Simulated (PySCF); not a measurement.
Isomers of C5H10OSi3, mass 170.004 u with the commonest isotopes. Computed with PBE0/pcSseg-1 in PySCF (dipole) on a GFN2-xTB geometry, gas phase. One conformer each, none proved a minimum here; rigid rotors.

Question: Order these by out-of-plane moment Σ m c² = (Ia + Ib − Ic)/2, smallest first.
A. `[CH:1]#[C:2][Si:3]([C:4]#[CH:5])([O:6][SiH3:7])[SiH2:8][CH3:9]` with C2–Si3–O6–Si7 50°, C2–Si3–Si8–C9 58°
B. `[CH:1]#[C:2][C@@H:3]1[CH:4]=[CH:5][SiH2:6][Si@@H:7]1[O:8][SiH3:9]` with Si6–Si7–O8–Si9 -73°
C. `CC#C[Si@@H]1C=C[SiH2]O[SiH2]1`
D. `[cH:1]1[cH:2][o:3][c:4]([SiH:5]2[SiH2:6][CH2:7][SiH2:8]2)[cH:9]1` with O3–C4–Si5–Si6 46°
E. `[CH:1]#[C:2][Si@@H:3]([CH3:4])[Si@H:5]([C:6]#[CH:7])[O:8][SiH3:9]` with C2–Si3–Si5–C6 167°, Si3–Si5–O8–Si9 42°

Answer: E (42.22 u·Å²), C (71.16 u·Å²), B (76.26 u·Å²), D (102.19 u·Å²), A (221.57 u·Å²).

Question: Order these by dipole moment, largest first.
A. `[CH:1]#[C:2][Si:3]([C:4]#[CH:5])([O:6][SiH3:7])[SiH2:8][CH3:9]` with C2–Si3–O6–Si7 50°, C2–Si3–Si8–C9 58°
B. `[CH:1]#[C:2][Si@@H:3]([CH3:4])[Si@H:5]([C:6]#[CH:7])[O:8][SiH3:9]` with C2–Si3–Si5–C6 167°, Si3–Si5–O8–Si9 42°
C. `[CH:1]#[C:2][C@@H:3]1[CH:4]=[CH:5][SiH2:6][Si@@H:7]1[O:8][SiH3:9]` with Si6–Si7–O8–Si9 -73°
D. `C(C)#C[Si@@H]1C=C[SiH2]O[SiH2]1`

Answer: D (2.09 D), A (0.79 D), B (0.66 D), C (0.49 D).

Question: Order these by rotational constant C, largest first.
A. `[CH:1]#[C:2][Si:3]([C:4]#[CH:5])([O:6][SiH3:7])[SiH2:8][CH3:9]` with C2–Si3–O6–Si7 50°, C2–Si3–Si8–C9 58°
B. `[cH:1]1[cH:2][o:3][c:4]([SiH:5]2[SiH2:6][CH2:7][SiH2:8]2)[cH:9]1` with O3–C4–Si5–Si6 46°
C. `[CH:1]#[C:2][Si@@H:3]([CH3:4])[Si@H:5]([C:6]#[CH:7])[O:8][SiH3:9]` with C2–Si3–Si5–C6 167°, Si3–Si5–O8–Si9 42°
D. `[CH:1]#[C:2][C@@H:3]1[CH:4]=[CH:5][SiH2:6][Si@@H:7]1[O:8][SiH3:9]` with Si6–Si7–O8–Si9 -73°

Answer: D (616.8 MHz), A (600.2 MHz), B (551.2 MHz), C (472.2 MHz).

```tsv
SMILES	point group	Ia (u·Å²)	Ib (u·Å²)	Ic (u·Å²)	κ	μa (D)	μb (D)	μc (D)
C#C[Si@@H](C)[Si@H](C#C)O[SiH3]	C1	507.67	647.01	1070.24	0.18	0.29	0.48	0.34
C#C[Si](C#C)(O[SiH3])[SiH2]C	C1	523.27	761.86	841.98	-0.65	0.63	0.17	0.45
c1coc([SiH]2[SiH2]C[SiH2]2)c1	Cs	255.43	865.74	916.79	-0.95	0.77	0.00	0.05
CC#C[Si@@H]1C=C[SiH2]O[SiH2]1	C1	282.22	949.61	1089.50	-0.90	1.88	0.85	0.34
C#C[C@@H]1C=C[SiH2][Si@@H]1O[SiH3]	C1	383.32	588.58	819.38	-0.31	0.32	0.32	0.19
```
